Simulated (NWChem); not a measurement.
## Basis-set dependence for HP

SMILES: [PH]
```xyz
2

P      0.0000     0.0000     0.0898
H      0.0000     0.0000    -1.3473
```
Charge 0, spin multiplicity 3.

The numbers come from NWChem runs, not from measurements. All single points use one geometry, from UPBE0/def2-SVP, a minimum by its harmonic frequencies.

Hartree-Fock energies in Ha, correlation energies in mHa.

The correlated methods keep 5 core orbitals frozen. The Pople sets run with spherical d functions. This spin state was chosen for the runs; another may lie lower. The structure started from a generated list of species. The unpaired electrons of the parent sit in orbitals of symmetry b1 and b2 (C2v labels of the run); other states weren't searched. The stability of the SCF solutions was not checked. Open-shell Hartree-Fock references start from PBE0 orbitals. No row is a measurement; the coupled-cluster row has its own basis-set and correlation limits.

```csv
basis,functions,UHF,UMP2,SCS-UMP2,CCSD on ROHF,CCSD[T] on ROHF,CCSD(T) on ROHF,CCSD on UHF,CCSD[T] on UHF,CCSD(T) on UHF,CCSDT on ROHF
6-31G*,20,-341.26347,-67.9,-69.7,-94.4,-96.3,-96.3,-88.7,-90.5,-90.4,-96.6
def2-SVP,23,-341.17594,-80.3,-82.2,-108.5,-110.6,-110.6,-102.5,-104.5,-104.4,-111.0
def2-TZVP,43,-341.29187,-101.3,-103.0,-133.2,-138.1,-138.1,-126.3,-130.7,-130.6,-138.6
def2-QZVP,100,-341.30186,-114.7,-117.6,-144.2,-150.1,-150.1,not run,not run,not run,not run
```

From def2-TZVP to def2-QZVP the Hartree-Fock energy moves by -10.0 mHa and the UMP2 correlation energy by -13.5 mHa, which is 12 % of its value in the larger set.
